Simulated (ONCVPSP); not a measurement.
**Scattering properties, ONCV potential for potassium**

ONCVPSP 4.0.1 input, shortened (lines: element, Z, core and valence counts, functional; n l f; lmax; l rc ep ncon nbas qcut; lloc lpopt rc5 dvloc0; l nproj debl; icmod fcfact rcfact), PBEsol, scalar-relativistic:

```
  K 19.00    3    3  -116133      upf
    1    0    2.00
    2    0    2.00
    2    1    6.00
    3    0    2.00
    3    1    6.00
    4    0    1.00
    3
    0    2.10    0.00    4    8    6.40
    1    1.80    0.00    3    6    6.10
    2    1.70    0.21    4    7    5.90
    3    1.70    0.43    4    8    6.40
    2    5    1.70    0.00
    0    2    3.30
    1    2    3.80
    2    0    2.10
    3    2    3.00
    1    0.55    0.00
```

The phase is arctan(r·R′/R) of the radial function R(r), unwrapped; energies in Ha, scanned from -3 to 5 Ha. A pole is an energy at which the radial function vanishes at the test radius. The pseudo phase is shifted by a multiple of π to meet the all-electron one at the reference energy, and phase errors are pseudo minus all-electron; the curves can meet again beyond the range given. Levels narrower than the energy grid can be missing from the lists of poles. Where the grid stepped over a known ghost or core level, its pole and its step of π were put in at the level’s energy.

For each channel, where are the poles, and over which energies does the pseudopotential scatter like the atom?

```csv
channel,radius (bohr),reference energy (Ha),"poles, all-electron","poles, pseudo",unbroken range about the reference energy with phases within 0.05 rad,phase error 1 Ha above the reference energy (rad)
s,2.13,-0.08,"-1.05, 3.82","-1.05, 4.12",the whole range,+0.013
p,1.83,-0.69,0.05,"-2.86, 0.12",-1.0 to 1.4,+0.025
d,1.73,0.21,1.30,1.45,below 1.6,+0.028
f,1.73,0.43,none,none,the whole range,+0.000
```

Note: ghosts flagged at negative energy: s at -1235.4 eV, p at -77.9 eV; no localised positive-energy state flagged. A true bound ghost makes a file unfit for plane-wave use.

Phases in the p channel:

| E (Ha) | all-electron | pseudo |
| --- | --- | --- |
| -2.98 | 1.212 | 4.697 |
| -2.76 | 1.181 | 1.425 |
| -2.54 | 1.143 | 1.342 |
| -2.32 | 1.091 | 1.270 |
| -2.10 | 1.020 | 1.190 |
| -1.88 | 0.913 | 1.086 |
| -1.66 | 0.739 | 0.925 |
| -1.44 | 0.428 | 0.630 |
| -1.22 | -0.104 | 0.054 |
| -1.00 | -0.696 | -0.655 |
| -0.78 | -1.079 | -1.078 |
| -0.56 | -1.294 | -1.292 |
| -0.34 | -1.426 | -1.417 |
| -0.12 | -1.516 | -1.501 |
| 0.10 | -1.585 | -1.564 |
| 0.32 | -1.643 | -1.617 |
| 0.54 | -1.696 | -1.666 |
| 0.76 | -1.748 | -1.714 |
| 0.98 | -1.804 | -1.765 |
| 1.20 | -1.868 | -1.824 |
| 1.42 | -1.948 | -1.897 |
| 1.64 | -2.055 | -1.996 |
| 1.86 | -2.210 | -2.141 |
| 2.08 | -2.452 | -2.371 |
| 2.30 | -2.831 | -2.749 |
| 2.52 | -3.317 | -3.268 |
| 2.74 | -3.742 | -3.727 |
| 2.96 | -4.021 | -4.020 |
| 3.18 | -4.196 | -4.196 |
| 3.40 | -4.311 | -4.309 |
| 3.62 | -4.391 | -4.385 |
| 3.84 | -4.449 | -4.441 |
| 4.06 | -4.495 | -4.484 |
| 4.28 | -4.531 | -4.517 |
| 4.50 | -4.560 | -4.544 |
| 4.72 | -4.585 | -4.566 |
| 4.94 | -4.607 | -4.585 |
